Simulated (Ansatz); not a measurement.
Calculation: frozen-core CCSD(T)/cc-pVTZ // B3LYP-D3(BJ)/def2-TZVP (Ansatz, a quantum-chemistry and plane-wave program). The geometry is that of the parent before the electron was removed.

Ansatz 0.2 input:
```yaml
crystal:
  periodic: [false, false, false]
  atoms:
    - { symbol: C, position_ang: [-0.61927, -0.0335, 0.083059] }
    - { symbol: S, position_ang: [0.403028, 1.426035, -0.350045] }
    - { symbol: S, position_ang: [2.033207, 0.104055, 0.019114] }
    - { symbol: S, position_ang: [0.546241, -1.361889, -0.406713] }
    - { symbol: H, position_ang: [-1.537907, -0.06889, -0.497429] }
    - { symbol: H, position_ang: [-0.825301, -0.065811, 1.152014] }
basis:
  gaussian: { orbitals: cc-pVTZ }
correlation:
  method: ccsd_t
total_charge: 1
magnetization:
  spin_polarized: true
  initial_magnetization: 1
```

Output:

```
Functional definition: HF
927 factors; integrals over basis functions are off by at most 1.2e-3 eV
mean field evaluation 1: about -33505.1123 eV, gradient 1.7e1 eV
mean field evaluation 2: about -33505.1284 eV, gradient 1.7e1 eV
mean field evaluation 4: about -33506.9825 eV, gradient 3.0e0 eV
mean field evaluation 8: about -33507.1624 eV, gradient 3.5e-1 eV
mean field evaluation 16: about -33507.1730 eV, gradient 1.9e-6 eV
mean field evaluation 32: about -33505.8758 eV, gradient 7.4e-6 eV
mean field evaluation 64: about -33505.3580 eV, gradient 8.0e0 eV
mean field evaluation 96: about -33503.5457 eV, gradient 6.7e-2 eV
mean field evaluation 128: about -33503.9071 eV, gradient 1.4e-2 eV
mean field evaluation 160: about -33504.3141 eV, gradient 5.7e-4 eV
mean field evaluation 192: about -33503.4406 eV, gradient 2.6e-1 eV
mean field evaluation 224: about -33505.8755 eV, gradient 4.2e-2 eV
mean field evaluation 256: about -33503.0069 eV, gradient 6.0e-2 eV
mean field evaluation 288: about -33504.4165 eV, gradient 2.3e-2 eV
mean field evaluation 320: about -33503.9071 eV, gradient 2.3e-3 eV
mean field evaluation 352: about -33504.2976 eV, gradient 8.3e-1 eV
mean field evaluation 384: about -33507.1723 eV, gradient 8.5e-2 eV
mean field evaluation 416: about -33504.4164 eV, gradient 3.8e-2 eV
mean field evaluation 448: about -33504.3141 eV, gradient 4.6e-4 eV
mean field evaluation 480: about -33504.2929 eV, gradient 1.2e-1 eV
mean field -33507.17300304 eV, -1231.3658958840 hartree, gradient 1.9e-6 eV, S^2 0.782655; 9 other end points of the search recorded, 0 dependent functions left out
determinant -33507.17300304 eV, -1231.3658958840 hartree, with singles and doubles -33526.52415348 eV, -1232.0770375462 hartree
determinant -33505.87583066 eV, -1231.3182256785 hartree, with singles and doubles -33525.30529580 eV, -1232.0322453524 hartree
determinant -33504.41647552 eV, -1231.2645953663 hartree, with singles and doubles -33523.38249607 eV, -1231.9615837659 hartree
determinant -33504.31405692 eV, -1231.2608315520 hartree, with singles and doubles -33523.28847377 eV, -1231.9581285101 hartree
determinant -33504.14068968 eV, -1231.2544604236 hartree, with singles and doubles -33523.29787745 eV, -1231.9584740890 hartree
determinant -33503.90712309 eV, -1231.2458770095 hartree, with singles and doubles -33523.22103449 eV, -1231.9556501622 hartree
16 core orbitals not correlated
reference -33507.17300304 eV, -1231.3658958840 hartree; 12, 11 occupied and 132, 133 virtual orbitals, 927 factors
second order -17.88920104 eV of doubles, -0.00000000 eV of singles
cycle   1  -19.17736339 eV  change   -8.4e-1 eV  update   2.2e-2
cycle   2  -19.21277419 eV  change   -3.5e-2 eV  update   5.6e-3
cycle   3  -19.20933360 eV  change    3.4e-3 eV  update   3.0e-3
cycle   4  -19.21196981 eV  change   -2.6e-3 eV  update   2.0e-3
cycle   5  -19.21449231 eV  change   -2.5e-3 eV  update   1.1e-3
cycle   6  -19.21549513 eV  change   -1.0e-3 eV  update   4.2e-4
cycle   7  -19.21585143 eV  change   -3.6e-4 eV  update   1.2e-4
cycle   8  -19.21592570 eV  change   -7.4e-5 eV  update   6.2e-5
cycle   9  -19.21588524 eV  change    4.0e-5 eV  update   3.2e-5
cycle  10  -19.21586542 eV  change    2.0e-5 eV  update   1.5e-5
perturbative correction -1.14045744 eV, -0.0419110378 hartree
Total energy: -33527.52932589 eV, -1232.1139769509 hartree
```

Cost: around 5 core-minutes (rough).
